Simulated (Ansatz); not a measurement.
`N[SiH2][SnH3]` + `[CH3][SnH3]` → `[SnH3][CH2][SnH3]` + `N[SiH3]` at 400 K and 1 bar (formal exchange of groups at the Sn–Si bond).

Calculated with Ansatz (gas phase, PBE0-D4/def2-TZVP geometries, no zero-point term in ΔE). CCSD(T)/CBS adds triple-zeta CCSD(T) − MP2 to the extrapolated MP2 energy (def2 sets, frozen cores). This one scheme is used for every species. def2 core potentials past Kr. For Sn outer-core shells are correlated without core-valence functions, which leaves a few kJ/mol of doubt a bond. Each species was taken in one conformer, which may not be the lowest.

| species | CCSD(T)/CBS energy (Eh) | H − E (kJ/mol) | S (J/(mol·K)) |
| --- | --- | --- | --- |
| `N[SiH2][SnH3]` | -562.02294 | 199.5 | 389.7 |
| `[CH3][SnH3]` | -255.66383 | 170.6 | 309.1 |
| `[SnH3][CH2][SnH3]` | -470.86997 | 210.5 | 420.1 |
| `N[SiH3]` | -346.80422 | 153.0 | 285.3 |

H − E and S are ideal-gas, rigid-rotor, harmonic terms from PBE0-D4/def2-TZVP, for one conformer and one mirror image of each species. 1 Eh = 2625.50 kJ/mol, R = 8.31446 J/(mol·K).

Task: By hand: ΔE, ΔH, ΔS and ΔG.

Result: ΔE = (-470.86997) + (-346.80422) − (-562.02294) − (-255.66383) = 0.01258 Eh = 33.0 kJ/mol. Δ(H − E) = 210.5 + 153.0 − 199.5 − 170.6 = -6.6, so ΔH = 26.4 kJ/mol. ΔS = 420.1 + 285.3 − 389.7 − 309.1 = 6.6 J/(mol·K). ΔG = 26.4 − 400 × (6.6)/1000 = 23.8 kJ/mol.

Task: By hand: the equilibrium constant, and the temperature at which ΔG would vanish if ΔH and ΔS stayed fixed.

Result: log₁₀ K = −ΔG/(RT ln 10) = -3.1. ΔG = 0 at ΔH/ΔS = 4000 K, far beyond where these terms or the molecules hold.

The number of gas molecules stays the same, so ΔS is small and ΔH decides. A doubt of 5 kJ/mol in ΔE shifts log₁₀ K by 0.7 here. Other conformers and mirror images would add mixing entropy, several J/(mol·K) or more a flexible species. Modes under 60 cm⁻¹, often nearly free rotors, make the harmonic entropy too high. These are equilibria of isolated gas molecules and say nothing of rates. Largest T1 diagnostic: 0.013 (customary marks: 0.02 for closed shells, 0.045 for open ones).
